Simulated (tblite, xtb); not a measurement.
C7H7O (SMILES Cc1ccc([O])cc1), doublet, geometry from GFN2-xTB. Base run: GFN1-xTB (xtb).

Here is a job for xtb.
```
$ xtb mol.xyz --gfn 1 --uhf 1 --json

# file mol.xyz
15

C     -2.77485450    -0.31397233    -0.09795376
C     -1.29792260    -0.13873099    -0.03622907
C     -0.45540720    -1.26271643     0.02356923
C      0.90039985    -1.13281791     0.06596932
C      1.53805169     0.17123047     0.05117137
O      2.76698655     0.30614444     0.08995023
C      0.63546333     1.30580553    -0.01312065
C     -0.71777593     1.13931539    -0.05441069
H     -3.10307357    -1.07229238     0.61135704
H     -3.06467633    -0.65514815    -1.09371576
H     -3.29368044     0.61901725     0.10676058
H     -0.90589933    -2.24607811     0.03647089
H      1.54792454    -1.99548828     0.11300103
H      1.08227016     2.28858041    -0.02585172
H     -1.36648507     2.00357152    -0.10159847
```

Programs used: tblite, xtb; a row that names a program was run with it.

The base run was repeated with changes; each row names its change, and settings that it needs were set with it.

| change | ΔE vs base (kcal/mol) | dipole (D) | G_solv (kcal/mol) | SCF cycles |
|---|---|---|---|---|
| base | 0.000 | 6.26 | - | 10 |
| gbsa = water | -6.23 | 7.96 | -8.37 | 10 |
| program = tblite; method = gfn1 | 0.000 | - | - | - |
| acc = 0.1 | 0.000 | 6.26 | - | 12 |
| etemp = 5000 | -7.92 | 5.73 | - | 12 |
| acc = 30 | 0.000 | 6.26 | - | 8 |
| etemp = 10000 | -36.39 | 5.90 | - | 11 |
| program = tblite; method = gfn1; option = --spin-polarized | -1.84 | - | - | - |
| program = tblite; method = gfn1; option = (--efield, 0,0,0.1) | 0.107 | - | - | - |
| alpb = dmso | -9.86 | 7.51 | -11.02 | 10 |
| etemp = 3000 | -2.55 | 5.85 | - | 12 |
| gbsa = toluene | -9.53 | 7.46 | -10.54 | 10 |

ALPB and GBSA are two models with their own fitted parameters for each solvent, which aren't always the measured dielectric constant.
